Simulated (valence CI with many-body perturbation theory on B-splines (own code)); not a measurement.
Mo XII: calculated level list

Method: valence CI with perturbative core correlation (CI+MBPT): three valence electrons over a frozen Dirac-Fock core [Ar] 3d10, a basis of 11 s, 11 p, 10 d, 8 f, 5 g, 2 h functions for each j, with the one-electron correlation potential Σ1 (screened to all orders), the two-electron term Σ2, the three-electron term Σ3, Breit, model QED; selected single and double excitations, second order for the rest, scaled by the run's own slope (own B-spline code, finite nucleus).

No measured spectrum was set against this ion. As an estimate, levels hold to about 250 cm⁻¹ or 0.2 % of their energy and the worst to 1 %, as in measured heavy ions of charge 2 to 7; those with d or f electrons hold less well.

Levels 136 to 180 of 200, with energies above the lowest level, 4s²4p ²P°_1/2. "Leading %" is the weight of the configuration and term that name the level; weights of strongly mixed levels are sums over their largest components and can fall short. Lifetimes count E1, E2, E3, M1 and M2 decay at the calculated energies, and are blank where another channel may lead or the interval is too uncertain; long ones can be off by a factor of two.

```tsv
No.	Configuration	Term	J	E (cm⁻¹)	Leading %	g	Lifetime	Second component
136	4s4p5p	²P	1/2	1152200	81	0.868	10.4 ps	11 % 4s4p5p ²S
137	4s4p5p	²D	3/2	1153400	67	0.945	11.7 ps	24 % 4s4p5p ²P
138	4s4p5p	²D	5/2	1162500	90	1.206	12.2 ps	
139	4s4p5p	²P	3/2	1163000	69	1.198	12.3 ps	25 % 4s4p5p ²D
140	4s4p5p	²S	1/2	1166100	46	1.858	8.69 ps	38 % 4s²6s ²S
141	4s²5f	²F°	7/2	1181000	95	1.143	48.1 ps	
142	4s²5f	²F°	5/2	1181000	95	0.857	49.1 ps	
143	4s²6s	²S	1/2	1182600	58	1.987	22.5 ps	35 % 4s4p5p ²S
144	4p4d²	⁴G°	5/2	1208600	53	0.646	123 ps	23 % 4p²4f ⁴G°
145	4p4d²	⁴G°	7/2	1217500	60	1.003	121 ps	26 % 4p²4f ⁴G°
146	4s4p5d	⁴F°	3/2	1222800	47	0.744	38.1 ps	21 % 4s4p5d ²D°
147	4s²6p	²P°	1/2	1224500	87	0.616	27.3 ps	8 % 4s4p5d ⁴D°
148	4s4p5d	⁴D°	5/2	1225400	43	1.258	32.4 ps	22 % 4s4p5d ⁴F°
149	4p4d²	⁴G°	9/2	1226400	41	1.096	105 ps	18 % 4p²4f ⁴G°
150	4s²5g	²G	9/2	1226800	93	1.111	7.87 ps	
151	4s²5g	²G	7/2	1226900	93	0.888	7.82 ps	
152	4s4p5d	⁴D°	1/2	1228100	77	0.194	26.6 ps	10 % 4s²6p ²P°
153	4p4d²	²F°	5/2	1228200	17	0.977	49.0 ps	14 % 4p4d² ⁴G°
154	4s4p5d	⁴D°	3/2	1228500	40	1.138	29.6 ps	29 % 4s4p5d ²D°
155	4p²4f	²G°	7/2	1228700	41	0.966	42.2 ps	30 % 4p4d² ²G°
156	4s4p5d	²D°	5/2	1229700	45	1.119	36.8 ps	30 % 4s4p5d ⁴F°
157	4s²6p	²P°	3/2	1230500	81	1.284	30.7 ps	7 % 4s4p5d ⁴D°
158	4p4d²	⁴G°	9/2	1230600	22	1.063	126 ps	19 % 4p4d² ²H°
159	4p²5s	⁴P	1/2	1231800	78	2.376	11.5 ps	11 % 4p²5s ²P
160	4s4p5d	⁴D°	7/2	1232300	46	1.317	32.0 ps	39 % 4s4p5d ⁴F°
161	4s4p5d	⁴F°	3/2	1234700	43	0.800	43.4 ps	19 % 4s4p5d ²D°
162	4p4d²	²D°	3/2	1235900	57	0.850	30.4 ps	13 % 4p²4f ²D°
163	4p4d²	⁴G°	11/2	1236700	40	1.220	108 ps	30 % 4p²4f ⁴G°
164	4p4d²	²F°	7/2	1236800	18	1.207	48.4 ps	16 % 4p²4f ⁴D°
165	4s4p5d	²F°	5/2	1237000	39	1.132	33.9 ps	20 % 4s4p5d ⁴P°
166	4p²4f	⁴D°	5/2	1245900	20	1.086	25.6 ps	16 % 4p4d² ²F°
167	4p²4f	⁴D°	7/2	1246500	31	1.219	26.3 ps	12 % 4p²4f ²G°
168	4p²5s	⁴P	3/2	1248200	91	1.680	13.1 ps	4 % 4p²5s ²D
169	4s4p5d	²F°	5/2	1250800	13	0.989	20.7 ps	12 % 4p²4f ⁴G°
170	4p4d²	²G°	9/2	1250900	25	1.057	42.4 ps	17 % 4p²4f ²G°
171	4p²4f	²H°	11/2	1251100	34	1.151	117 ps	30 % 4p4d² ⁴G°
172	4p²4f	⁴G°	5/2	1251400	15	1.009	18.0 ps	13 % 4s4p5d ⁴D°
173	4s4p5d	⁴F°	7/2	1251800	52	1.327	34.8 ps	45 % 4s4p5d ⁴D°
174	4p²5s	²D	5/2	1252200	49	1.378	11.6 ps	44 % 4p²5s ⁴P
175	4p4d²	⁴D°	1/2	1252600	77	0.086	27.1 ps	16 % 4p²4f ⁴D°
176	4p4d²	⁴D°	3/2	1254700	33	1.139	23.7 ps	25 % 4p²4f ⁴D°
177	4s4p5d	⁴P°	5/2	1255400	46	1.348	29.8 ps	17 % 4s4p5d ⁴D°
178	4p²4f	²G°	7/2	1255400	56	0.975	17.0 ps	11 % 4p²4f ⁴F°
179	4s4p5d	⁴P°	3/2	1255500	41	1.391	33.3 ps	18 % 4s4p5d ⁴D°
180	4s4p5d	⁴F°	9/2	1255900	96	1.330	45.2 ps
```

Names give the largest LS component (configuration and term), which can be under half, so a name can repeat, a term be missing and a line seem to break the LS rules; names also repeat where a configuration has a term twice.

Where two levels of one J and parity lie close, their mixing, g and order are uncertain.
